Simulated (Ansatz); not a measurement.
`CC(C)[NH][AlH2]`. Total charge 0; spin multiplicity 1. All single points use the PBE0-D4/def2-TZVP geometry. It is one conformer, not always the lowest.

```xyz
15

C    -0.652   -1.186    1.023
C    -0.416   -0.069    0.015
C    -1.078    1.225    0.471
N     1.000    0.122   -0.244
Al    1.882   -0.075   -1.763
H    -0.207   -2.120    0.675
H    -1.719   -1.351    1.191
H    -0.196   -0.933    1.986
H    -0.875   -0.367   -0.935
H    -0.936    2.013   -0.271
H    -2.150    1.088    0.633
H    -0.638    1.566    1.414
H     1.493    0.403    0.594
H     1.050   -0.518   -3.037
H     3.442    0.203   -1.752
```

Task: What is the dipole moment at ωB97M-V/def2-TZVPP? (An estimate is asked.)

Result: Ansatz gave: 1.18 D, with components (-0.61, 0.13, 1.00) D in this frame, pointing from negative to positive charge.

Task: And with PBE, r2SCAN, B3LYP? (An estimate is asked.)

Result: Ansatz gave: PBE 1.37 D, r2SCAN 1.33 D, B3LYP 1.23 D.

Task: Give the Mulliken charges with ωB97M-V, PBE, B3LYP in def2-TZVPP. (An estimate is asked.)

Result: Ansatz gave: 
```csv
atom,ωB97M-V,PBE,B3LYP
C1,-0.29,-0.25,-0.25
C2,0.01,0.12,0.12
C3,-0.29,-0.25,-0.25
N4,-0.28,-0.24,-0.28
Al5,0.34,0.28,0.38
H6,0.11,0.08,0.08
H7,0.09,0.07,0.07
H8,0.09,0.06,0.06
H9,0.08,0.05,0.05
H10,0.11,0.08,0.08
H11,0.09,0.07,0.07
H12,0.09,0.06,0.06
H13,0.09,0.11,0.10
H14,-0.12,-0.13,-0.16
H15,-0.11,-0.12,-0.15
```

B3LYP here is the variant with VWN-RPA as its local correlation; programs differ in this.
